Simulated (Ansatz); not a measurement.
CH5AlBNS, SMILES `C[NH][Al]1[BH][S]1`, relaxed with RKS PBE-D4/def2-SVP in Ansatz from a rough embedded geometry. The force threshold is 0.03 eV/Å; the program also tests the step.

Total charge 0; spin multiplicity 1.

Start:

```xyz
10

C    -1.507   -0.215   -0.602
N    -0.269   -0.814   -1.070
Al    1.194   -0.366    0.099
B     2.242    1.385    0.972
S     2.128   -0.301    1.972
H    -1.705   -0.645    0.484
H    -1.425    0.870   -0.538
H    -2.309   -0.515   -1.219
H    -0.336   -1.892   -1.072
H     1.987    2.494    0.973
```

(1) How much energy does the relaxation release, and in how many steps? (Estimate.)

(2) Which bonds change most? (Best estimate.)

(3) Give the relaxed structure. (Estimate.)

Results:

(1) Computed: 2.37 eV, in 13 steps.

(2) Ansatz gave: Al3–B4 from 2.220 to 2.011 Å; Al3–S5 from 2.094 to 2.273 Å; B4–S5 from 1.963 to 1.807 Å; N2–Al3 from 1.925 to 1.781 Å.

(3) Ansatz gave: 
```xyz
10

C    -1.779   -0.420   -0.746
N    -0.442   -0.771   -0.287
Al    0.831    0.292    0.362
B     2.310    1.436    1.102
S     2.914   -0.267    1.081
H    -2.579   -0.923   -0.157
H    -1.946    0.672   -0.648
H    -1.944   -0.677   -1.817
H    -0.252   -1.775   -0.364
H     2.888    2.433    1.474
```
